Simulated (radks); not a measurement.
Spherical quantum dot in the effective-mass picture: electrons in a hard-walled sphere of radius 3.63, with a point charge +2 (a donor) at the centre, all in effective atomic units (hartree* = m*/eps^2 hartree, bohr* = eps/m* bohr), one dielectric constant everywhere. Method: non-relativistic Kohn-Sham, r2SCAN, spin-polarised, spherical densities, generalised Kohn-Sham scheme; computed with a radial shooting solver with Libxc functionals. Levels are named by radial order and angular momentum (1s, 1p, 1d, 2s, ...), and open shells are averaged over m. Results are scaled to m* = 0.198 and eps = 17.2, for which hartree* = 18.21 meV and bohr* = 4.597 nm.

N = 40, configuration 1s2 1p6 1d10 2s2 1f14 1g(up 6, down 0). This is the lowest configuration that the search found. Occupied and some empty levels:

level,occupation,eigenvalue (meV),<r> (nm)
1s up,1,241.62,11.19
1s down,1,242.55,10.93
1p up,3,245.38,12.15
1p down,3,246.53,12.08
1d up,5,251.29,12.43
1d down,5,252.56,12.39
2s up,1,253.91,4.991
2s down,1,254.16,5.177
1f up,7,259.55,12.67
1f down,7,260.95,12.64
1g up,6,270.02,12.88
1g down,0,271.54,12.86
2p up,0,280.10,8.127
2p down,0,280.63,8.128
1h up,0,282.58,13.07
1h down,0,284.22,13.06
3s up,0,287.01,8.332
3s down,0,287.62,8.362
2d up,0,296.05,9.363
2d down,0,296.78,9.365

Energy (meV): total 5335.63, kinetic 1338.3, external -654.14, Hartree 5058.8, exchange-correlation -407.30.
